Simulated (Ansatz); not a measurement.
Species: Br$_{4}$Sn, SMILES `[Br][Sn]([Br])([Br])[Br]` (charge 0, multiplicity 1).

Problem. Give a relaxed geometry from B3LYP-D3(BJ)/def2-SVP in Ansatz (an electronic-structure program).

Solution. the end point of this relaxation (outside a Z-matrix the atoms follow the SMILES, hydrogens last).
Bonded distances (Å): Br1–Sn2 2.489, Sn2–Br3 2.489, Sn2–Br4 2.489, Sn2–Br5 2.489. Angles (°): Br1–Sn2–Br3 109.5, Br1–Sn2–Br4 109.5, Br1–Sn2–Br5 109.5, Br3–Sn2–Br4 109.5, Br3–Sn2–Br5 109.5, Br4–Sn2–Br5 109.5.
